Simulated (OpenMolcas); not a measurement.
# Cu3+: moving or changing the point charges

Cu3+ among 6 point charges of -1 e arranged as a trigonal prism (D3h), 1.66 Å from the ion, with a polar angle of 43.7° against the regular 49.1°.

| Quantity | Value |
| --- | --- |
| Program | OpenMolcas |
| Method | SS-CASPT2, IPEA 0.25 Eh, imaginary shift 0.1 Eh (closed shells correlated: 3s 3p) |
| Basis | ANO-RCC-VDZP [5s4p2d1f] |
| Scalar Hamiltonian | DKH2, point nucleus |
| Active space | 8 electrons in 5 orbitals (3d) |
| State averaging | 2S+1 = 3 even, 10 roots; 2S+1 = 1 even, 15 roots |
| Spin-orbit coupling | RASSI with atomic mean-field integrals over the reference wave functions |

Runs around this geometry, states (labels of D3, the rotations of D3h). Energies in cm-1 above the lowest state or level, χT in cm3 K/mol.

```tsv
R (Å)	q (e)	Polar angle / regular	Ground state	First state of that spin	First gap with spin-orbit (degeneracies)	χT at 300 K	First state of another spin
1.66	-1	0.82	3A2	3E 2030	250 (1, 2)	2.548	1E 16250
1.66	-0.65	0.89	3A2	3E 970	240 (1, 2)	3.054	1E 15640
1.52	-1	0.89	3A2	3E 3020	230 (1, 2)	2.239	1E 16750
1.66	-1	0.89	3A2	3E 1930	260 (1, 2)	2.606	1E 16200
1.79	-1	0.89	3A2	3E 1270	250 (1, 2)	2.898	1E 15820
```

Taking the first state of the same spin as R^-n, n = -ln(1270 / 3020) / ln(1.79 / 1.52) = 5.3 between the shortest and longest distance.

Scaling the charges by -0.65 / -1 = 0.65 scales the first state of the same spin by 970 / 1930 = 0.50; with fixed orbitals a first-order splitting would follow the charge.

Roots that are degenerate in the reference are averaged as groups; the widest CASPT2 spread within a group is 66 cm-1 (the 2-fold group of multiplicity 3 near 9370 cm-1 above the lowest state of its run, R = 1.52, q = -1, ratio = 0.89). Shifts and gaps below about the spread of the groups concerned are not significant. Free-ion shares, where given, are those of the reference states; single-state CASPT2 does not remix them. The ground term spreads over less than 5000 cm-1, several times less than with real ligands, so orbital moments are less quenched and χT lies further from the spin-only value than at real sites (holds for R = 1.66, q = -0.65, ratio = 0.89). This is an electrostatic model: the charges have no orbitals. An unlabelled pair can be two single states that coincide in this model. No measured value stands beside these numbers.
